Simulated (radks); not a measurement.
Values are calculated unless marked as measured or tabulated.
Q: These are the eigenvalues of the occupied orbitals of an atom or ion with whole-number occupations (hartree). Level of theory: scalar-relativistic Kohn-Sham, r2SCAN, spin-polarised, spherical densities, finite nucleus; meta-GGA in the generalised Kohn-Sham scheme; Fermi nuclear charge, rms radius of each element as measured or else 0.836 A^(1/3) + 0.57 fm (a radial shooting solver on a logarithmic mesh with Libxc functionals).

1s down: -730.0722
1s up: -730.0712
2s up: -103.5816
2s down: -103.5555
2p up: -92.50491
2p down: -92.48612
3s up: -17.84148
3s down: -17.83337
3p up: -14.17818
3p down: -14.16744
3d up: -8.23950
3d down: -8.21849
4s up: -2.50886
4s down: -2.38402
4p up: -1.54120
4p down: -1.39803
4d up: -0.22411
5p up: -0.07149

Which element is it, and in what charge state? The configuration may be excited. Open shells, if any, are filled with parallel spins first.

A: Z = 42, molybdenum, charge 0: Mo in [Kr] 4d5 5p1. The list shows which subshells hold electrons but not how many an open one holds; the 1s level, -730.07 hartree, gives Z - s = 38.2 by -(Z - s)^2/2, which with screening and relativity narrows Z to a few neighbours, and the depths of the outer levels then fix element, charge and occupations together.
